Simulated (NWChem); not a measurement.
# CdHOI; SMILES [OH][Cd][I]

All runs: NWChem. Coordinates come from a PBE0/def2-SVP optimisation. Not confirmed as a minimum by frequencies. def2 effective core potentials on Cd, I; no spin-orbit coupling. One conformer.

Diagonal of the polarisability tensor at B3LYP/def2-SVPD, static: 62.40, 99.20, 56.70 bohr³.

**Question.** Find the mean polarisability volume, the molar refraction, and the refractive index that an ideal gas of it would have at 273.15 K and 1 atm.

**Answer.** 
1. Mean: one third of the trace = 72.77 bohr³ × 0.14818 Å³/bohr³ = 10.78 Å³.
2. Molar refraction (Lorentz-Lorenz): (4π/3) N_A α = 27.2 cm³/mol.
3. Number density p/kT = 2.687 × 10⁻⁵ Å⁻³; n − 1 = 2π N α = 18.20 × 10⁻⁴.
4. These hold the electronic response alone: vibrational and orientational terms add to the static dielectric constant.
